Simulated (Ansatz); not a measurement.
Abridged output of a molecular run in Ansatz:

```
Functional definition: HF
  name "HF"
  cite "Fock, Z. Phys. 61, 126 (1930) doi:10.1007/BF01340294"
  parent pbe
  exchange = exact_x
  correlation = 0
3554 factors; integrals over basis functions are off by at most 1.2e-3 eV
mean field evaluation 1: about -12310.5473 eV, gradient 6.5e1 eV
mean field evaluation 2: about -12311.0920 eV, gradient 6.5e1 eV
mean field evaluation 4: about -12321.8539 eV, gradient 7.4e0 eV
mean field evaluation 8: about -12322.0354 eV, gradient 5.3e-1 eV
mean field -12322.03661303 eV, -452.8264933525 hartree, gradient 1.8e-6 eV, S^2 0.000000; 0 other end points of the search recorded, 0 dependent functions left out
10 core orbitals not correlated: weight in the atoms' cores, before any rotation towards them, 1.000 or more for the frozen orbitals, at most 0.000 for the correlated occupied ones
reference -12322.03661303 eV, -452.8264933525 hartree; 35, 35 occupied and 559, 559 virtual orbitals, 3554 factors
second order -56.93286657 eV of doubles, -0.00000000 eV of singles
cycle   1  -56.76148264 eV  change    1.7e-1 eV  update   1.8e-1
cycle   2  -58.15205528 eV  change    -1.4e0 eV  update   6.0e-2
cycle   3  -58.51250883 eV  change   -3.6e-1 eV  update   3.1e-2
cycle   4  -58.50539209 eV  change    7.1e-3 eV  update   9.0e-3
cycle   5  -58.49879031 eV  change    6.6e-3 eV  update   5.2e-3
cycle   6  -58.50103784 eV  change   -2.2e-3 eV  update   2.0e-3
cycle   7  -58.50071677 eV  change    3.2e-4 eV  update   9.5e-4
cycle   8  -58.50021093 eV  change    5.1e-4 eV  update   3.0e-4
cycle   9  -58.50035561 eV  change   -1.4e-4 eV  update   1.2e-4
cycle  10  -58.50044904 eV  change   -9.3e-5 eV  update   4.4e-5
cycle  11  -58.50036745 eV  change    8.2e-5 eV  update   1.8e-5
perturbative correction -2.78039864 eV, -0.1021777652 hartree
Total energy: -12383.31737912 eV, -455.0785199686 hartree
```

Its atoms:

Z-matrix (Å, degrees):
```
Hf
C 1 2.241
N 1 2.036 2 104.4
C 1 2.501 2 135.8 3 -118.5
C 1 2.557 2 82.5 3 -125.8
C 1 3.066 2 87.0 3 -15.6
C 1 2.240 2 104.4 3 109.7
C 1 2.558 2 125.1 3 -159.3
C 1 3.084 2 122.8 3 14.8
C 1 2.500 2 105.7 3 -102.9
C 1 2.596 2 93.6 3 -155.6
H 2 1.096 1 114.7 3 66.2
H 2 1.099 1 107.4 3 -52.5
H 2 1.096 1 113.2 3 -170.8
H 4 1.081 1 116.2 2 150.9
H 5 1.080 1 118.3 2 14.0
H 6 1.100 1 127.9 2 67.5
H 6 1.101 1 121.0 2 -137.5
H 6 1.095 1 77.3 2 -34.3
H 7 1.096 1 114.6 2 -176.9
H 7 1.096 1 113.2 2 60.2
H 7 1.099 1 107.4 2 -58.1
H 8 1.080 1 118.3 2 -116.5
H 9 1.094 1 78.0 2 133.3
H 9 1.100 1 127.7 2 30.8
H 9 1.101 1 120.8 2 -123.0
H 10 1.081 1 116.2 2 77.8
H 11 1.081 1 118.8 2 -52.4
```

Problem. Which basis set was used?
A. cc-pV(Q+d)Z
B. def2-TZVPP
C. def2-SVP
D. def2-SVPD

Solution. B. It gives 604 functions.

Problem. Write the keys of the input that set method, charge and spin (a neutral closed shell needs none for the last two).

Solution. 
```yaml
correlation: {method: ccsd_t}
```
